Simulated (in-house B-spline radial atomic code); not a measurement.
How G0W0 and RPA depend on the start: Si⁷⁺

Configuration [He] 2s2 2p3, highest spin. Computed with a B-spline radial code for spherical atoms: all electrons, non-relativistic, point nucleus, each spin shell either full or empty, empty states to l = 9 with an (l + 1/2)⁻⁴ tail; G0W0 by contour deformation at full frequency.

```json
{"start": "Hartree-Fock", "mean-field 2p up (eV)": "-305.45", "G0W0 (eV)": "-304.46", "QP weight": "0.985", "RPA correlation (Eh)": "-0.34384"}
{"start": "LDA VWN5", "mean-field 2p up (eV)": "-280.92", "G0W0 (eV)": "-303.66", "QP weight": "0.967", "RPA correlation (Eh)": "-0.39338"}
{"start": "PBE", "mean-field 2p up (eV)": "-281.18", "G0W0 (eV)": "-303.51", "QP weight": "0.968", "RPA correlation (Eh)": "-0.39299"}
{"start": "PBE0", "mean-field 2p up (eV)": "-287.47", "G0W0 (eV)": "-303.85", "QP weight": "0.976", "RPA correlation (Eh)": "-0.37745"}
{"start": "r2SCAN", "mean-field 2p up (eV)": "-283.94", "G0W0 (eV)": "-303.69", "QP weight": "0.972", "RPA correlation (Eh)": "-0.38457"}
{"start": "HSE06", "mean-field 2p up (eV)": "-286.97", "G0W0 (eV)": "-303.83", "QP weight": "0.975", "RPA correlation (Eh)": "-0.37851"}
{"start": "B3LYP (VWN-RPA)", "mean-field 2p up (eV)": "-286.36", "G0W0 (eV)": "-303.77", "QP weight": "0.974", "RPA correlation (Eh)": "-0.38048"}
{"start": "SCAN", "mean-field 2p up (eV)": "-284.12", "G0W0 (eV)": "?", "QP weight": "?", "RPA correlation (Eh)": "?"}
{"start": "TPSS", "mean-field 2p up (eV)": "-281.82", "G0W0 (eV)": "-303.56", "QP weight": "0.970", "RPA correlation (Eh)": "-0.38906"}
{"start": "BHandHLYP", "mean-field 2p up (eV)": "-293.69", "G0W0 (eV)": "-304.07", "QP weight": "0.980", "RPA correlation (Eh)": "-0.36484"}
{"start": "CAM-B3LYP", "mean-field 2p up (eV)": "-288.32", "G0W0 (eV)": "-303.87", "QP weight": "0.976", "RPA correlation (Eh)": "-0.37542"}
{"start": "LC-wPBE", "mean-field 2p up (eV)": "-287.14", "G0W0 (eV)": "-303.90", "QP weight": "0.976", "RPA correlation (Eh)": "-0.37685"}
{"start": "wB97X", "mean-field 2p up (eV)": "-288.74", "G0W0 (eV)": "-303.85", "QP weight": "0.978", "RPA correlation (Eh)": "-0.37228"}
{"start": "PBEsol", "mean-field 2p up (eV)": "-280.87", "G0W0 (eV)": "-303.58", "QP weight": "0.968", "RPA correlation (Eh)": "-0.39279"}
{"start": "BLYP", "mean-field 2p up (eV)": "-281.19", "G0W0 (eV)": "-303.47", "QP weight": "0.968", "RPA correlation (Eh)": "-0.39317"}
{"start": "r2SCAN0", "mean-field 2p up (eV)": "-289.49", "G0W0 (eV)": "-303.94", "QP weight": "0.978", "RPA correlation (Eh)": "-0.37222"}
{"start": "LDA exchange-only", "mean-field 2p up (eV)": "-279.23", "G0W0 (eV)": "?", "QP weight": "?", "RPA correlation (Eh)": "?"}
```

Question: What G0W0 level, weight and RPA correlation energy follow from the SCAN start?

Answer: G0W0 level -303.65 eV, weight 0.973, RPA correlation -0.38454 hartree.

Question: What G0W0 level, weight and RPA correlation energy follow from the LDA exchange-only start?

Answer: G0W0 level -303.70 eV, weight 0.966, RPA correlation -0.39303 hartree.

Question: How much of the dependence on the start does G0W0 remove?

Answer: The mean-field levels span 26.2 eV and the G0W0 levels 0.991 eV. Against 303.59 ± 0.05 eV (NIST, semi-empirical) the G0W0 removal energies are off by -0.12 to +0.87 eV, with relativity, Breit and QED terms left out.
